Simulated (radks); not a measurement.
Species: the iron ion Fe11+. Configuration: [Ne] 3s2 3p3 (the NIST ground configuration).

Method: scalar-relativistic Kohn-Sham, PBE, spin-polarised, spherical densities, finite nucleus; open shells are filled with parallel spins first; Fermi nuclear charge, rms radius 3.7377 fm; computed with a radial shooting solver on a logarithmic mesh with Libxc functionals.

Energy parts (hartree):
part                       energy
total                 -1222.98898
kinetic                1238.63087
electron-nucleus      -2752.21267
Hartree                 337.30144
exchange-correlation    -46.70863

Orbitals (lengths in bohr, moments of r in powers of bohr; <r^-3> diverges for s and p1/2):
orbital,occ.,eigenvalue (hartree),<r^-3>
1s up,1,-268.4790,-
1s down,1,-268.4021,-
2s up,1,-41.16228,-
2s down,1,-41.09881,-
2p up,3,-36.77217,486.4
2p down,3,-36.68097,485.7
3s up,1,-12.85156,-
3s down,1,-12.50795,-
3p up,3,-11.52692,89.00
3p down,0,-11.19026,88.57

The highest occupied level is 3p up at -313.66 eV. Spin moment in Bohr magnetons: 3.
